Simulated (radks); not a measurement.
Spherical jellium clusters: N electrons in a uniform positive sphere of charge N and radius rs N^(1/3), rs = 3.89 bohr. Calculated with a radial shooting solver with Libxc functionals: non-relativistic Kohn-Sham, exchange-only LDA, spin-polarised, spherical densities. Levels are named by radial order and angular momentum (1s, 1p, 1d, 2s, ...), and open shells are averaged over m. Each electron was tried in the lowest free levels, single moves between levels near the top were tried too, and the lowest total energy was kept; such a search can miss a lower state. Energies include the self-energy of the background; IP and EA are vertical (highest electron removed, lowest free level filled), at fixed background; spill-out counts the electrons outside the background radius R, and alpha is the static dipole polarisability from linear response (closed shells only). A dash means not computed or, for alpha, an open shell; in EA it means that no bound solution was reached, which is typical of self-interaction and does not show that the anion is unstable. Real open-shell clusters deform, which this model forbids.

\begin{tabular}{lrrrrrrrr}
N & open shells & 2S & E/N (eV) & E(N+1) + E(N-1) - 2E(N) (eV) & IP (eV) & EA (eV) & spill-out (e) & alpha/R^3 \\ \hline
1 & 1s(up 1, down 0) & 1 & -0.818 & - & - & - & 0.41 & - \\
2 & none & 0 & -0.914 & 0.670 & 4.283 & - & 0.62 & 1.824 \\
3 & 1p(up 1, down 0) & 1 & -0.722 & -0.692 & 3.260 & - & 0.94 & - \\
4 & 1p(up 2, down 0) & 2 & -0.799 & -0.501 & 3.878 & - & 1.13 & - \\
5 & 1p(up 3, down 0) & 3 & -0.946 & 0.885 & 4.222 & - & 1.26 & - \\
6 & 1p(up 3, down 1) & 2 & -0.896 & -0.560 & 3.194 & - & 1.43 & - \\
7 & 1p(up 3, down 2) & 1 & -0.941 & -0.380 & 3.686 & - & 1.55 & - \\
8 & none & 0 & -1.022 & 1.133 & 3.987 & - & 1.66 & 1.549 \\
9 & 1d(up 1, down 0) & 1 & -0.959 & -0.316 & 2.780 & - & 1.86 & - \\
10 & 1d(up 2, down 0) & 2 & -0.940 & -0.267 & 3.087 & - & 2.02 & - \\
11 & 1d(up 3, down 0) & 3 & -0.949 & -0.229 & 3.323 & - & 2.15 & - \\
12 & 1d(up 4, down 0) & 4 & -0.975 & -0.197 & 3.511 & - & 2.26 & - \\
13 & 1d(up 5, down 0) & 5 & -1.013 & 0.455 & 3.665 & - & 2.36 & - \\
14 & 1d(up 5, down 0) 2s(up 1, down 0) & 6 & -1.012 & 0.257 & 3.166 & - & 2.60 & - \\
15 & 1d(up 5, down 1) 2s(up 1, down 0) & 5 & -0.995 & -0.258 & 2.940 & - & 2.69 & - \\
16 & 1d(up 5, down 2) 2s(up 1, down 0) & 4 & -0.996 & -0.255 & 3.164 & - & 2.78 & - \\
17 & 1d(up 5, down 4) & 1 & -1.012 & -0.228 & 3.414 & 1.150 & 2.77 & - \\
18 & none & 0 & -1.039 & 0.072 & 3.549 & 1.117 & 2.85 & 1.417 \\
19 & 2s(up 1, down 0) & 1 & -1.059 & 0.355 & 3.450 & - & 3.01 & - \\
20 & none & 0 & -1.059 & 0.405 & 3.092 & - & 3.23 & 1.459 \\
21 & 1f(up 1, down 0) & 1 & -1.040 & -0.158 & 2.715 & - & 3.34 & - \\
22 & 1f(up 2, down 0) & 2 & -1.030 & -0.143 & 2.857 & - & 3.44 & - \\
23 & 1f(up 3, down 0) & 3 & -1.027 & -0.131 & 2.981 & - & 3.53 & - \\
24 & 1f(up 4, down 0) & 4 & -1.030 & -0.120 & 3.092 & 1.031 & 3.61 & - \\
25 & 1f(up 5, down 0) & 5 & -1.037 & -0.110 & 3.191 & 1.142 & 3.69 & - \\
26 & 1f(up 6, down 0) & 6 & -1.048 & -0.102 & 3.281 & 1.244 & 3.76 & - \\
27 & 1f(up 7, down 0) & 7 & -1.062 & 0.643 & 3.362 & - & 3.83 & - \\
28 & 1f(up 7, down 0) 2p(up 1, down 0) & 8 & -1.052 & -0.098 & 2.699 & - & 4.06 & - \\
29 & 1f(up 7, down 0) 2p(up 2, down 0) & 9 & -1.046 & -0.081 & 2.835 & 0.975 & 4.28 & - \\
30 & 1f(up 7, down 0) 2p(up 3, down 0) & 10 & -1.044 & 0.033 & 2.944 & - & 4.48 & - \\
31 & 1f(up 7, down 1) 2p(up 3, down 0) & 9 & -1.040 & -0.567 & 2.933 & 1.048 & 4.53 & - \\
32 & 1f(up 7, down 5) & 2 & -1.054 & - & 3.104 & 1.193 & 4.20 & - \\
\end{tabular}

All shells are closed at N = 2, 8, 18, 20 (there: 1s2 1p6 1d10 2s2); the second difference of the energy has clear peaks (12 % above both neighbours; the first and last values, which can be the largest, are not judged, and half-filled shells can peak too) at N = 5, 8, 13, 20, 27, 30.
